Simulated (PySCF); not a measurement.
H5Si2, SMILES [SiH2][SiH3] (connectivity only; charge and spin as stated), charge +1, multiplicity 1.

Coordinates come from a r2SCAN-D4/def2-TZVP optimisation. The multiplicity is an assumed one; other spin states were not compared. The isomer is the one that the SMILES or the coordinates give; other isomers of the formula were not compared.

Two levels are set side by side: TDA-PBE/def2-SVPD (PySCF) and ADC(2)/aug-cc-pVDZ (PySCF). Vertical, same geometry; the bases differ. Differences are taken from unrounded values.

```tsv
quantity	ADC(2)	TDA-PBE	TDA-PBE minus ADC(2)
lowest singlet excitation (eV)	4.07	3.63	-0.45
```

A lower first singlet is the usual sign of a functional without exact exchange. Differences between two approximate levels are no errors against the true value.

Rough cost on one machine, each run with all the roots and properties that it gave: ADC(2) against TDA-PBE about 9 times.
